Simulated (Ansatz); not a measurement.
A nudged elastic band was laid between two geometries of C2H4FNSi (9 atoms, charge 0, multiplicity 1).

The calculation used Ansatz 0.2.0, RKS revPBE-D4/STO-3G.

* movable images: 9
* climbing image: yes
* spring: 5.0 eV/Å²
* optimiser: quadratic models (default)
* start path: IDPP
* force threshold: 0.05 eV/Å
* iteration limit: 60
* end points: relaxed

Image 0:

```xyz
9
Properties=species:S:1:pos:R:3
C -0.727 -1.028 -0.138
Si 0.682 0.127 0.349
F 2.119 -0.350 -0.311
C 0.277 1.831 -0.296
N 0.013 2.932 -0.726
H -0.548 -2.052 0.239
H -1.680 -0.669 0.291
H -0.845 -1.082 -1.234
H 0.798 0.244 1.807
```

Image 10:

```xyz
9
Properties=species:S:1:pos:R:3
C -0.829 -0.957 -0.022
Si 0.553 0.218 0.494
F 2.007 -0.559 0.604
C 0.697 1.548 -0.806
N 0.790 2.403 -1.660
H -0.615 -1.428 -0.998
H -0.966 -1.759 0.725
H -1.783 -0.407 -0.111
H 0.235 0.895 1.757
```

What changes between the two ends?

No bond is made or broken. The dihedral H6–C1–Si2–F3 goes from 62 to -59°. The two ends are copies of one structure, up to a mirror image or an exchange of like atoms.

Give the energies along the band, and the barrier.

The forces met the threshold. The highest image is number 5 of 0 to 10, 0.7 kcal/mol above the ends, which have the same energy within 2 meV. A vibrational analysis at the climbing image gives one clearly imaginary mode, 116i cm⁻¹: a first-order saddle point. Limits of this set-up: minimal basis.

```tsv
image	path coordinate (Å)	energy (kcal/mol)	dihedral H6–C1–Si2–F3 (°)
0	0.00	0.0	62
1	0.33	0.1	50
2	0.67	0.3	38
3	1.00	0.5	26
4	1.34	0.7	14
5	1.67	0.7	2
6	2.01	0.7	-10
7	2.35	0.5	-22
8	2.69	0.2	-35
9	3.03	0.1	-47
10	3.37	0.0	-59
```

What is the geometry of the highest image?


```xyz
9
Properties=species:S:1:pos:R:3
C -0.814 -0.977 -0.051
Si 0.583 0.189 0.469
F 2.053 -0.561 0.371
C 0.599 1.652 -0.690
N 0.604 2.591 -1.455
H -0.417 -1.979 -0.295
H -1.553 -1.093 0.760
H -1.341 -0.595 -0.943
H 0.374 0.728 1.817
```

What are the harmonic wavenumbers there?

116i, 130, 174, 251, 388, 402, 592, 748, 834, 852, 877, 974, 1004, 1470, 1647, 1649, 2236, 2534, 3244, 3410, 3418 cm⁻¹.

Run time: 67 s on 1 thread of Intel(R) Xeon(R) Processor @ 2.70GHz, with other jobs on the host, peak memory 0.1 GiB.
